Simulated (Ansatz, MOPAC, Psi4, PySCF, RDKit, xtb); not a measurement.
Noncovalent pair: C2H6 (SMILES CC) (first 8 atoms) with C3H6 (SMILES C=CC); geometry from B3LYP-D3(BJ)/def2-TZVP, rigid monomers moved along the line of their centres of mass till H4···C10 is 4.06 Å.
(charge 0, multiplicity 1):
```json
[
 {"atom": "C", "x (Å)": "0.4768", "y (Å)": "-0.5425", "z (Å)": "0.4855"},
 {"atom": "C", "x (Å)": "-0.5338", "y (Å)": "0.5985", "z (Å)": "0.5413"},
 {"atom": "H", "x (Å)": "0.2421", "y (Å)": "-1.2415", "z (Å)": "-0.3199"},
 {"atom": "H", "x (Å)": "0.4822", "y (Å)": "-1.1043", "z (Å)": "1.4206"},
 {"atom": "H", "x (Å)": "1.4886", "y (Å)": "-0.1697", "z (Å)": "0.3124"},
 {"atom": "H", "x (Å)": "-0.5574", "y (Å)": "1.1564", "z (Å)": "-0.3971"},
 {"atom": "H", "x (Å)": "-0.2915", "y (Å)": "1.3023", "z (Å)": "1.3393"},
 {"atom": "H", "x (Å)": "-1.5411", "y (Å)": "0.2241", "z (Å)": "0.7320"},
 {"atom": "C", "x (Å)": "-1.2779", "y (Å)": "-0.3831", "z (Å)": "5.3044"},
 {"atom": "C", "x (Å)": "0.0414", "y (Å)": "-0.4794", "z (Å)": "5.4033"},
 {"atom": "C", "x (Å)": "1.0023", "y (Å)": "0.6550", "z (Å)": "5.2448"},
 {"atom": "H", "x (Å)": "-1.7625", "y (Å)": "0.5639", "z (Å)": "5.0945"},
 {"atom": "H", "x (Å)": "-1.9212", "y (Å)": "-1.2450", "z (Å)": "5.4263"},
 {"atom": "H", "x (Å)": "0.4815", "y (Å)": "-1.4514", "z (Å)": "5.6114"},
 {"atom": "H", "x (Å)": "1.6898", "y (Å)": "0.4713", "z (Å)": "4.4141"},
 {"atom": "H", "x (Å)": "0.4823", "y (Å)": "1.5951", "z (Å)": "5.0567"},
 {"atom": "H", "x (Å)": "1.6173", "y (Å)": "0.7765", "z (Å)": "6.1410"}
]
```

```csv
level,interaction energy (kcal/mol)
MMFF94,-0.47
UFF,-0.78
GFN-FF,-0.60
AM1,0.06
PM3,-0.09
PM6,-0.01
PM7,-0.90
GFN1-xTB,-0.55
GFN2-xTB,-0.58
HF/STO-3G (no counterpoise),0.00
HF/3-21G (no counterpoise),-0.13
HF/6-31G*,0.01
HF/6-31G* (no counterpoise),-0.14
HF/aug-cc-pVDZ,0.01
PBE/def2-TZVPPD,-0.23
PBE-D3(BJ)/def2-TZVPPD,-0.75
PBE-D4/def2-TZVPPD,-0.73
BP86/6-31G* (no counterpoise),0.15
r2SCAN/def2-TZVPPD,-0.22
r2SCAN-D3(BJ)/def2-TZVPPD,-0.60
r2SCAN-D4/def2-TZVPPD,-0.56
B3LYP/3-21G (no counterpoise),-0.06
B3LYP/6-31G*,0.11
B3LYP/6-31G* (no counterpoise),-0.06
B3LYP/def2-TZVPPD,0.13
B3LYP-D3(BJ)/def2-TZVPPD,-0.53
B3LYP-D4/def2-TZVPPD,-0.50
PBE0/def2-TZVPPD,-0.17
PBE0-D3(BJ)/def2-TZVPPD,-0.71
PBE0-D4/def2-TZVPPD,-0.68
M06-2X/6-31G* (no counterpoise),-0.49
wB97X-V/def2-TZVPPD,-0.59
wB97M-V/def2-TZVPPD,-0.58
MP2/6-31G*,-0.29
MP2/6-31G* (no counterpoise),-0.46
MP2/aug-cc-pVDZ,-0.58
SCS-MP2/aug-cc-pVDZ,-0.45
SAPT0/jun-cc-pV(D+d)Z,-0.44
```

The rows run from -0.90 (PM7) to 0.15 kcal/mol (BP86/6-31G* (no counterpoise)). The dispersion term adds -0.52 in PBE-D3(BJ), -0.50 in PBE-D4, -0.38 in r2SCAN-D3(BJ). The 6 functionals in def2-TZVPPD without D3 or D4 span 0.72, from wB97X-V to B3LYP.

Interaction energies are E(AB) − E(A) − E(B) at the monomers' geometry in the complex; basis-set methods are counterpoise corrected. Rows marked so take none. RDKit's UFF carries no charges.

Frozen-core correlation. Rows in 3-21G, 6-31G*, STO-3G carry no dispersion term and start afresh at each structure (6-31G* with six Cartesian d functions). MP2/6-31G* freezes PySCF's default core. The state that AM1, PM3, PM6, PM7 reach isn't checked; PM7 holds dispersion and hydrogen-bond terms.

Run with Ansatz (an electronic-structure program); MOPAC for AM1, PM3, PM6, PM7 (differences of heats of formation); Psi4 for SAPT; PySCF for 3-21G rows, 6-31G* rows, STO-3G rows, the dispersion terms; RDKit for the force fields; xtb for the GFN methods.
